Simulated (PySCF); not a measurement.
## Ionisation energy along the 23-electron series

Calculated with PySCF 2.14 and a two-component X2C-1e Hamiltonian (Gaussian nucleus, no Breit or QED terms), each ion in its own even-tempered basis scaled to its charge; GMP2 freezes [Ne] and drops the highest virtual spinors. Values in eV. NIST values: (m) measured, (s) semi-empirical, (t) theoretical.

```tsv
ion	configuration	GHF (spin-free)	GMP2 (spin-free)	GHF (screened spin-orbit)	GMP2 (screened spin-orbit)	NIST
Gd⁴¹⁺	[Ar] 3d5	3192.9	3192.9	3161.6	3161.2	3160 ± 4 (t)
Dy⁴³⁺	[Ar] 3d5	3481.4	3481.4	3446.4	3446.1	3445 ± 4 (t)
```

(1) Fill in the row of Tb⁴²⁺.

Results:

(1) configuration: [Ar] 3d5; GHF (spin-free): 3335.4; GMP2 (spin-free): 3335.3; GHF (screened spin-orbit): 3302.2; GMP2 (screened spin-orbit): 3301.9; NIST: 3300 ± 4 (t).
